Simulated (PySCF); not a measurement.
# Identify the compound

Molecular formula: C₃H₃F₅O. Simulated spectra:

¹H NMR (400 MHz, computed): δ 3.56 (s, 3H).

¹³C{¹H} NMR (computed): δ 109.2 (qt, J = 353.2, 46.1 Hz), 108.2 (tq, J = 336.7, 45.5 Hz), 47.9 (t, J = 6.8 Hz).

- geometry: PBE0-D3(BJ)/def2-SVP
- couplings computed with B3LYP/pcJ-1 (spin–dipole term only in couplings to heteroatoms)
- shieldings: GIAO HF/pcSseg-2
- program: PySCF 2.14
- one computed conformer, fast rotation and ring inversion assumed for equivalent nuclei, no solvent model, non-relativistic Hamiltonian

Chemical shifts δ = σref − σ; ¹H (σ = 31.68 ppm), ¹³C (σ = 191.47 ppm) vs TMS, all at this level.

What is the structure?

## Answers


- Rings plus π bonds: 0.
- 3 carbon signals for 3 carbons: no two carbons are equivalent.
- Carbon types of the structure: 2 × C, 1 × CH3, which accounts for all hydrogens.
- δC 109.2: CF3 carbon; 3 electronegative neighbours deshield it.
- δC 108.2: fully substituted sp3 carbon bonded to 2 F and O; 3 electronegative neighbours deshield it.
- δC 47.9: methyl carbon bonded to O; the inductive effect lowers its shielding.
- δH 3.56: hydrogen on a methyl carbon bonded to O; its carbon carries O, an electronegative neighbour.

Structure: 1,1,1,2,2-pentafluoro-2-methoxyethane.

The data come from this structure; uniqueness wasn't tested.

C–F couplings over four or more bonds (about 3 Hz to the para carbon of a fluoroarene) are left out. Common functionals overestimate the size of one-bond C–F couplings by tens of Hz; these are unscaled. Shifts are as computed, not scaled to solution data. Of 1211 compounds with measured shifts, 218 miss one by over three times the rms of a fit or turn the order of signals round; such compounds aren't used in these exercises.
